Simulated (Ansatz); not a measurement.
`CC(C)[O][Al]([CH3])[F]`, relaxed with RKS PBE0-D4/def2-TZVP in Ansatz from a GFN2-xTB geometry. The force threshold is 0.005 eV/Å; the program also tests the step.

The species carries charge 0 and has multiplicity 1.

Start:

```xyz
17

C    -1.835   -0.008    0.462
C    -0.550   -0.601    1.036
C    -0.527   -2.120    0.886
O     0.558   -0.045    0.391
Al    1.762    0.607   -0.516
C     1.494    2.183   -1.691
F     3.257   -0.101   -0.398
H    -1.916   -0.263   -0.592
H    -2.701   -0.397    0.992
H    -1.816    1.075    0.557
H    -0.481   -0.343    2.103
H    -0.596   -2.384   -0.167
H     0.406   -2.514    1.281
H    -1.361   -2.566    1.423
H     2.437    2.517   -2.119
H     0.815    1.950   -2.510
H     1.053    3.013   -1.142
```

(1) How much energy does the relaxation release, and in how many steps? (Best estimate.)

(2) Which bonds change most? (An estimate is asked.)

(3) Give the relaxed structure. (Estimate.)

Results:

(1) Computed: 0.12 eV, in 60 steps, 8 of them rejected.

(2) Ansatz gave: Al5–C6 from 1.984 to 1.930 Å; O4–Al5 from 1.642 to 1.677 Å; C1–C2 from 1.527 to 1.515 Å; C2–O4 from 1.397 to 1.409 Å.

(3) Ansatz gave: 
```xyz
17

C    -2.163   -0.178    0.899
C    -0.679   -0.476    0.944
C    -0.373   -1.911    0.559
O    -0.015    0.427    0.089
Al    1.525    0.675   -0.527
C     1.883    2.091   -1.789
F     2.754   -0.316   -0.029
H    -2.549   -0.344   -0.110
H    -2.711   -0.823    1.590
H    -2.352    0.862    1.170
H    -0.321   -0.309    1.971
H    -0.721   -2.108   -0.459
H     0.701   -2.105    0.606
H    -0.875   -2.611    1.232
H     2.698    2.731   -1.440
H     2.194    1.682   -2.754
H     1.002    2.714   -1.952
```
